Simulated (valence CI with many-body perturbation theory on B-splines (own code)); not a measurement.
## E1 line list for Tm LXV

Computed by relativistic CI+MBPT: three valence electrons over a frozen Dirac-Fock core [He], a basis of 11 s, 11 p, 10 d, 8 f, 5 g, 2 h functions for each j, with the one-electron correlation potential Σ1 (screened to all orders), the two-electron term Σ2, the three-electron term Σ3, Breit, model QED; selected single and double excitations, second order for the rest, scaled by the run's own slope (own B-spline code, finite nucleus).

No measured spectrum was set against this ion. As an estimate, large intervals hold to a few tenths of a per cent, small ones and those within an open d or f shell to about a per cent.

Lines 151 to 200 of 577 in falling wavelength, among levels below 105540 × 10³ cm⁻¹, chosen from the strongest by gf and those to the six lowest levels. Wavelengths and rates use the calculated energies. Electric multipoles are in the length gauge, E1 and E2 with the static RPA response of the core. Weak lines are less certain than strong ones. Lines between different terms over intervals too small for the method are left out, as are lines whose strength nearly cancels.

Levels are named by their leading jj configuration (3d3/2^4 stands for four electrons in 3d with j = 3/2), which in mixed levels can hold well under half, so a name can repeat and another be missing. Letters in brackets count levels of one name in rising energy.

```
λ vac (nm)                          Upper                       Lower   A (s⁻¹)  S (a.u.) with core polarisation  S without
    0.9781          (2p3/2^2 3d5/2) J=3/2  (2s 2p3/2 3d5/2) J=3/2 [b]  2.50e+12                         4.61e-03   4.62e-03
    0.9771      (2p3/2^2 3d5/2) J=5/2 [a]  (2s 2p3/2 3d5/2) J=5/2 [b]  1.60e+12                         4.42e-03   4.43e-03
    0.9751          (2p3/2^2 3d5/2) J=3/2  (2s 2p3/2 3d5/2) J=5/2 [b]  1.46e+12                         2.67e-03   2.68e-03
    0.9742      (2p3/2^2 3p3/2) J=3/2 [a]  (2s 2p3/2 3p3/2) J=1/2 [b]  3.39e+12                         6.19e-03   6.20e-03
    0.9740          (2p1/2 2p3/2^2) J=3/2      (2s 2p1/2 2p3/2) J=1/2  3.40e+12                         6.20e-03   6.21e-03
    0.9639  (2p1/2 2p3/2 3d5/2) J=3/2 [a]      (2s 2p1/2 3d5/2) J=3/2  2.00e+12                         3.53e-03   3.53e-03
    0.9624  (2p1/2 2p3/2 3d5/2) J=5/2 [a]  (2s 2p1/2 3d5/2) J=5/2 [b]  1.51e+12                         3.98e-03   3.99e-03
    0.9620  (2p1/2 2p3/2 3p3/2) J=3/2 [a]  (2s 2p1/2 3p3/2) J=3/2 [b]  2.07e+12                         3.63e-03   3.64e-03
    0.9586          (2p1/2 2p3/2^2) J=5/2  (2s 2p1/2 2p3/2) J=3/2 [b]  4.13e+12                         1.08e-02   1.08e-02
    0.9582  (2p1/2 2p3/2 3d3/2) J=5/2 [a]      (2s 2p1/2 3d3/2) J=5/2  2.16e+12                         5.63e-03   5.64e-03
    0.9556  (2p1/2 2p3/2 3p1/2) J=3/2 [a]      (2s 2p1/2 3p1/2) J=3/2  1.95e+12                         3.36e-03   3.36e-03
    0.9553      (2p1/2 2p3/2 3d5/2) J=9/2      (2s 2p1/2 3d5/2) J=7/2  3.53e+12                         1.52e-02   1.52e-02
    0.9552     (2p1/2 2p3/2 3s) J=3/2 [b]     (2s 2p1/2 3s) J=1/2 [b]  3.29e+12                         5.65e-03   5.66e-03
    0.9547      (2p1/2 2p3/2 3p3/2) J=7/2      (2s 2p1/2 3p3/2) J=5/2  3.99e+12                         1.37e-02   1.37e-02
    0.9540  (2p1/2 2p3/2 3d5/2) J=5/2 [a]      (2s 2p1/2 3d5/2) J=7/2  1.06e+12                         2.73e-03   2.74e-03
    0.9539                (2p3/2^3) J=3/2          (2s 2p3/2^2) J=3/2  8.92e+12                         1.53e-02   1.53e-02
    0.9534                (2p3/2^3) J=3/2          (2s 2p3/2^2) J=1/2  2.02e+12                         3.46e-03   3.47e-03
    0.9513      (2p3/2^2 3d5/2) J=5/2 [b]  (2s 2p3/2 3d5/2) J=3/2 [b]  1.21e+12                         3.08e-03   3.08e-03
    0.9512          (2p3/2^2 3p3/2) J=1/2  (2s 2p3/2 3p3/2) J=1/2 [a]  3.90e+12                         3.31e-03   3.31e-03
    0.9507      (2p3/2^2 3p3/2) J=3/2 [b]  (2s 2p3/2 3p3/2) J=3/2 [b]  4.69e+12                         7.95e-03   7.96e-03
    0.9505  (2p1/2 2p3/2 3p3/2) J=3/2 [b]      (2s 2p1/2 3p3/2) J=1/2  2.00e+12                         3.39e-03   3.40e-03
    0.9500  (2p1/2 2p3/2 3d5/2) J=5/2 [b]      (2s 2p1/2 3d5/2) J=3/2  1.71e+12                         4.34e-03   4.35e-03
    0.9498     (2s 2p3/2 3d5/2) J=7/2 [b]          (2s^2 3d5/2) J=5/2  5.04e+12                         1.71e-02   1.71e-02
    0.9498     (2s 2p3/2 3d3/2) J=3/2 [b]          (2s^2 3d3/2) J=3/2  4.21e+12                         7.12e-03   7.13e-03
    0.9496  (2p1/2 2p3/2 3d5/2) J=5/2 [b]  (2s 2p1/2 3d5/2) J=5/2 [b]  1.18e+12                         2.99e-03   2.99e-03
    0.9486          (2p3/2^2 3p3/2) J=5/2  (2s 2p3/2 3p3/2) J=5/2 [a]  2.88e+12                         7.27e-03   7.28e-03
    0.9485          (2p3/2^2 3d5/2) J=7/2  (2s 2p3/2 3d5/2) J=7/2 [a]  1.90e+12                         6.39e-03   6.40e-03
    0.9484      (2p3/2^2 3d3/2) J=3/2 [b]  (2s 2p3/2 3d3/2) J=1/2 [b]  1.74e+12                         2.94e-03   2.94e-03
    0.9484      (2p3/2^2 3d5/2) J=5/2 [b]  (2s 2p3/2 3d5/2) J=5/2 [b]  3.20e+12                         8.09e-03   8.10e-03
    0.9483  (2p1/2 2p3/2 3d5/2) J=7/2 [a]  (2s 2p1/2 3d5/2) J=5/2 [a]  3.14e+12                         1.06e-02   1.06e-02
    0.9481  (2p1/2 2p3/2 3d3/2) J=5/2 [b]  (2s 2p1/2 3d3/2) J=3/2 [b]  3.54e+12                         8.93e-03   8.95e-03
    0.9481     (2s 2p3/2 3p3/2) J=5/2 [b]          (2s^2 3p3/2) J=3/2  5.57e+12                         1.41e-02   1.41e-02
    0.9474  (2p1/2 2p3/2 3d3/2) J=3/2 [b]      (2s 2p1/2 3d3/2) J=1/2  1.88e+12                         3.16e-03   3.16e-03
    0.9467      (2p1/2 2p3/2 3d3/2) J=7/2      (2s 2p1/2 3d3/2) J=5/2  3.54e+12                         1.19e-02   1.19e-02
    0.9461      (2p1/2 2p3/2 3p1/2) J=5/2      (2s 2p1/2 3p1/2) J=3/2  4.02e+12                         1.01e-02   1.01e-02
    0.9454  (2p1/2 2p3/2 3p3/2) J=5/2 [a]  (2s 2p1/2 3p3/2) J=3/2 [a]  2.60e+12                         6.51e-03   6.52e-03
    0.9451  (2p1/2 2p3/2 3p1/2) J=3/2 [b]  (2s 2p1/2 3p1/2) J=1/2 [b]  4.11e+12                         6.86e-03   6.87e-03
    0.9448  (2p1/2 2p3/2 3d5/2) J=7/2 [b]  (2s 2p1/2 3d5/2) J=5/2 [b]  1.93e+12                         6.41e-03   6.42e-03
    0.9441  (2p1/2 2p3/2 3d3/2) J=3/2 [b]  (2s 2p1/2 3d3/2) J=3/2 [b]  2.02e+12                         3.35e-03   3.35e-03
    0.9437          (2p3/2^2 3d5/2) J=7/2  (2s 2p3/2 3d5/2) J=5/2 [a]  1.38e+12                         4.59e-03   4.60e-03
    0.9425      (2p3/2^2 3d3/2) J=3/2 [b]  (2s 2p3/2 3d3/2) J=5/2 [b]  4.40e+12                         7.28e-03   7.29e-03
    0.9420     (2s 2p3/2 3d3/2) J=5/2 [b]          (2s^2 3d3/2) J=3/2  3.93e+12                         9.73e-03   9.75e-03
    0.9419          (2p3/2^2 3p1/2) J=1/2  (2s 2p3/2 3p1/2) J=3/2 [b]  6.49e+12                         5.36e-03   5.36e-03
    0.9416             (2p3/2^2 3s) J=1/2     (2s 2p3/2 3s) J=3/2 [b]  6.39e+12                         5.26e-03   5.27e-03
    0.9409         (2p1/2 2p3/2 3s) J=5/2         (2s 2p1/2 3s) J=3/2  3.95e+12                         9.75e-03   9.76e-03
    0.9409          (2p3/2^2 3p1/2) J=1/2      (2s 2p3/2 3p1/2) J=1/2  3.08e+12                         2.53e-03   2.53e-03
    0.9407  (2p1/2 2p3/2 3d3/2) J=1/2 [b]      (2s 2p1/2 3d3/2) J=1/2  3.72e+12                         3.05e-03   3.06e-03
    0.9404      (2p1/2 2p3/2 3p1/2) J=1/2  (2s 2p1/2 3p1/2) J=1/2 [a]  3.94e+12                         3.24e-03   3.24e-03
    0.9401         (2s 2p3/2 3p1/2) J=1/2          (2s^2 3p1/2) J=1/2  6.10e+12                         5.00e-03   5.01e-03
    0.9400  (2p1/2 2p3/2 3d5/2) J=3/2 [b]  (2s 2p1/2 3d5/2) J=5/2 [b]  3.02e+12                         4.96e-03   4.96e-03
```
